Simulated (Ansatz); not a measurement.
The lowest singlet and triplet of CHCl (SMILES [CH]Cl); geometries from B3LYP-D3(BJ)/def2-TZVP, each state relaxed from the structure named, with no frequency check.
Singlet (charge 0, multiplicity 1):
```xyz
3

C     -1.0700     0.5280     0.0000
Cl     0.4793    -0.1649     0.0000
H     -1.7283    -0.3646     0.0000
```

A positive gap puts the triplet lower; no zero-point energy. U- takes an unrestricted singlet (broken symmetry where lower, unprojected). The triplet is unrestricted in single-reference levels. Active spaces average the two states.

Frozen-core correlation.

The values were computed with Ansatz (a program for electronic structure). 

One of these levels gives -9.37 kcal/mol for the gap E(singlet) − E(triplet), vertical, at the singlet's geometry. Name it.
A. SA-CASSCF(2,2)/cc-pV(D+d)Z
B. U-PBE0/def2-TZVPP (spin-contaminated)
C. U-MP2/cc-pV(D+d)Z (spin-contaminated)
D. U-BHLYP/def2-TZVPP (spin-contaminated)

B, U-PBE0/def2-TZVPP (spin-contaminated). The others give -11.26 (U-BHLYP/def2-TZVPP (spin-contaminated)), -6.39 (U-MP2/cc-pV(D+d)Z (spin-contaminated)), -5.27 (SA-CASSCF(2,2)/cc-pV(D+d)Z)
